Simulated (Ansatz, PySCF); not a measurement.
Here is a job for PySCF.
```python
from pyscf import gto, scf, dft

mol = gto.Mole()
mol.atom = '''
    C    -2.343438    0.719451   -0.089278
    C    -1.016772    0.131084    0.168713
    C    -0.561702   -1.271335   -0.077613
    O     0.847396   -1.143369   -0.124755
    C     1.201217    0.150495    0.024826
    O     2.316758    0.557490    0.023362
    O     0.103199    0.919185    0.177826
    H    -2.388729    1.714259    0.346304
    H    -3.119451    0.093486    0.346234
    H    -2.548062    0.811784   -1.162745
    H    -0.831970   -1.970450    0.727661
    H    -0.926440   -1.693699   -1.028799
'''
mol.basis = 'cc-pvdz'
mol.charge = 0
mol.spin = 1
mol.verbose = 4
mol.build()

mf = dft.UKS(mol)
mf.xc = 'pbe'
mf.grids.atom_grid = (99, 590)
mf.grids.prune = None
mf.kernel()
```

Question: Write the same job for Ansatz (an electronic-structure program).

Answer: Several could match; the one computed here: 
Ansatz 0.2 input:
```yaml
crystal:
  periodic: [false, false, false]
  atoms:
    - {symbol: C, position_ang: [-2.34343825, 0.71945119, -0.08927790]}
    - {symbol: C, position_ang: [-1.01677233, 0.13108404, 0.16871252]}
    - {symbol: C, position_ang: [-0.56170228, -1.27133544, -0.07761273]}
    - {symbol: O, position_ang: [0.84739623, -1.14336852, -0.12475539]}
    - {symbol: C, position_ang: [1.20121703, 0.15049516, 0.02482584]}
    - {symbol: O, position_ang: [2.31675792, 0.55749030, 0.02336189]}
    - {symbol: O, position_ang: [0.10319925, 0.91918462, 0.17782564]}
    - {symbol: H, position_ang: [-2.38872901, 1.71425944, 0.34630434]}
    - {symbol: H, position_ang: [-3.11945075, 0.09348594, 0.34623400]}
    - {symbol: H, position_ang: [-2.54806192, 0.81178364, -1.16274470]}
    - {symbol: H, position_ang: [-0.83197050, -1.97045049, 0.72766138]}
    - {symbol: H, position_ang: [-0.92644017, -1.69369950, -1.02879858]}
basis:
  gaussian:
    orbitals: cc-pVDZ
hamiltonian:
  xc: pbe
magnetization: {spin_polarized: true, initial_magnetization: 1}
accuracy: high
```

Both were run: PySCF gave -380.659509 Eh and Ansatz -380.659509 Eh, 0.000 mEh apart.
